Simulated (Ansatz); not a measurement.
Relaxation of a periodic cell of 17 atoms, Ba16B (host Ba, host structure bcc, interstitial B), to a largest force component of 0.03 eV/Å in at most 60 steps.

These are results of DFT PBE, scalar-relativistic, plane waves, PAW in Ansatz, not measurements. Settings: cutoff 420 eV, k mesh 2x2x2, gaussian smearing 0.1 eV, no spin polarisation.

```xyz
17
Lattice="10.0400 0.0000 0.0000 0.0000 10.0400 0.0000 0.0000 0.0000 10.0400" Properties=species:S:1:pos:R:3
Ba 0.000 0.000 0.000
Ba 5.020 0.000 0.000
Ba 0.000 5.020 0.000
Ba 0.000 0.000 5.020
Ba 2.510 2.510 2.510
Ba 5.020 5.020 0.000
Ba 5.020 0.000 5.020
Ba 7.530 2.510 2.510
Ba 0.000 5.020 5.020
Ba 2.510 7.530 2.510
Ba 2.510 2.510 7.530
Ba 5.020 5.020 5.020
Ba 7.530 7.530 2.510
Ba 7.530 2.510 7.530
Ba 2.510 7.530 7.530
Ba 7.530 7.530 7.530
B 3.751 2.537 0.000
```

Question: Where does it end, and by what steps?

Answer: The forces met the threshold. The force dipped under the threshold on the way, but the program's further checks kept it going. Limits of this set-up: coarse k mesh, odd electron count without spin, a small cell, in which the defect meets its images, a typed lattice constant that wasn't relaxed here. After 10 steps the energy has fallen by 0.281 eV; B17 moved furthest, 1.01 Å. Joined: Ba1–B17 (4.53 → 3.22 Å), Ba3–B17 (4.50 → 3.18 Å).

```tsv
step	energy less start (eV)	largest force component (eV/Å)	accepted
0	0.0000	0.206	yes
1	-0.0583	0.106	yes
2	-0.1352	0.177	yes
3	-0.1811	0.075	yes
4	-0.1880	0.059	yes
5	-0.2046	0.101	yes
6	-0.2318	0.113	yes
7	-0.2605	0.084	yes
8	-0.2774	0.032	yes
9	-0.2809	0.016	yes
10	-0.2813	0.015	yes
```

```xyz
17
Lattice="10.0400 0.0000 0.0000 0.0000 10.0400 0.0000 0.0000 0.0000 10.0400" Properties=species:S:1:pos:R:3
Ba 0.404 0.316 0.000
Ba 4.745 0.212 0.000
Ba 0.413 4.699 0.000
Ba -0.064 -0.026 5.020
Ba 2.643 2.508 2.770
Ba 4.746 4.816 0.000
Ba 5.216 -0.140 5.020
Ba 7.527 2.511 2.498
Ba -0.062 5.048 5.020
Ba 2.508 7.533 2.633
Ba 2.643 2.508 7.270
Ba 5.215 5.162 5.020
Ba 7.642 7.529 2.321
Ba 7.527 2.511 7.542
Ba 2.508 7.533 7.407
Ba 7.642 7.529 7.719
B 2.739 2.526 0.000
```

Whether the end is a true minimum wasn't checked by a vibrational analysis.

Run time: 56 s on 4 threads of INTEL(R) XEON(R) PLATINUM 8581C CPU @ 2.30GHz (Emerald Rapids) (shared host), peak memory 2.8 GiB.
